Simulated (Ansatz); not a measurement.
`C=[C]([GaH2])[SnH3]` + `N#CO` → `N#C[O][GaH2]` + `C=[CH][SnH3]` at 600 K and 1 bar (ligand exchange at a Ga–C bond).

Gas-phase electronic energies from Ansatz, PBE0-D4/def2-TZVP geometries. CCSD(T)/CBS is the MP2 limit (def2-TZVPP, def2-QZVPP) plus CCSD(T) − MP2 in def2-TZVPP, frozen cores. This one scheme is used for every species. def2 core potentials past Kr. For Ga, Sn outer-core shells are correlated without core-valence functions, which leaves a few kJ/mol of doubt a bond. Scalar relativity is left out up to krypton. Each species was taken in one conformer, which may not be the lowest.

```json
{"species": "`C=[C]([GaH2])[SnH3]`", "CCSD(T)/CBS energy (Eh)": "-2218.21223", "H − E (kJ/mol)": "240.6", "S (J/(mol·K))": "485.3"}
{"species": "`N#CO`", "CCSD(T)/CBS energy (Eh)": "-168.48100", "H − E (kJ/mol)": "84.3", "S (J/(mol·K))": "277.2"}
{"species": "`N#C[O][GaH2]`", "CCSD(T)/CBS energy (Eh)": "-2093.04540", "H − E (kJ/mol)": "112.2", "S (J/(mol·K))": "372.2"}
{"species": "`C=[CH][SnH3]`", "CCSD(T)/CBS energy (Eh)": "-293.68430", "H − E (kJ/mol)": "212.6", "S (J/(mol·K))": "389.5"}
```

H − E and S are ideal-gas, rigid-rotor, harmonic terms from PBE0-D4/def2-TZVP, for one conformer and one mirror image of each species. 1 Eh = 2625.50 kJ/mol, R = 8.31446 J/(mol·K).

Question: By hand: ΔE, ΔH, ΔS and ΔG.

Answer: ΔE = (-2093.04540) + (-293.68430) − (-2218.21223) − (-168.48100) = -0.03647 Eh = -95.8 kJ/mol. Δ(H − E) = 112.2 + 212.6 − 240.6 − 84.3 = -0.1, so ΔH = -95.9 kJ/mol. ΔS = 372.2 + 389.5 − 485.3 − 277.2 = -0.8 J/(mol·K). ΔG = -95.9 − 600 × (-0.8)/1000 = -95.4 kJ/mol.

Question: By hand: the equilibrium constant, and the temperature at which ΔG would vanish if ΔH and ΔS stayed fixed.

Answer: log₁₀ K = −ΔG/(RT ln 10) = 8.3. ΔG = 0 at ΔH/ΔS = 119875 K, far beyond where these terms or the molecules hold.

The number of gas molecules stays the same, so ΔS is small and ΔH decides. A doubt of 5 kJ/mol in ΔE shifts log₁₀ K by 0.4 here. Other conformers and mirror images would add mixing entropy, several J/(mol·K) or more a flexible species. These are equilibria of isolated gas molecules and say nothing of rates. Largest T1 diagnostic: 0.015 (customary marks: 0.02 for closed shells, 0.045 for open ones).
